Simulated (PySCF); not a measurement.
## Relaxation of singlet PrSCl

Method: PySCF, PBE0, basis Pr def2-SVP with ECP28, S def2-SVP, Cl def2-SVP (scalar-relativistic core potentials, no spin–orbit coupling, density fitting). A (50,194) grid was used.

A hand-made bent start, of Cs symmetry, held to at least that symmetry:

```xyz
3
charge 0 multiplicity 1, angstrom
Pr   -0.0867    0.0000   -0.4701
S    -1.9871    0.0000    0.8606
Cl    2.1660    0.0000    1.1072
```

Optimiser trace:
```tsv
step	E − E(last) (kJ/mol)	largest gradient (Eh/bohr)
0	18.91	0.02442
1	5.93	0.01600
2	1.04	0.00767
3	0.09	0.00196
4	0.03	0.00037
5	0.02	0.00028
6	0.00	0.00047
7	0.00	0.00037
8	0.00	0.00011
```

It ends at Cs with Pr–Cl 2.539 Å, Pr–S 2.316 Å; Cl–Pr–S 112.6° (after a last refinement on a finer grid). A frequency run shows a minimum.

Final geometry:
```xyz
3
charge 0 multiplicity 1, angstrom
Pr   -0.0510    0.0000   -0.4326
S    -2.0004    0.0000    0.8177
Cl    2.0356    0.0000    1.0145
```

Stability towards spin polarisation was not tested.

The relaxation took about 90 core-seconds on a shared host.
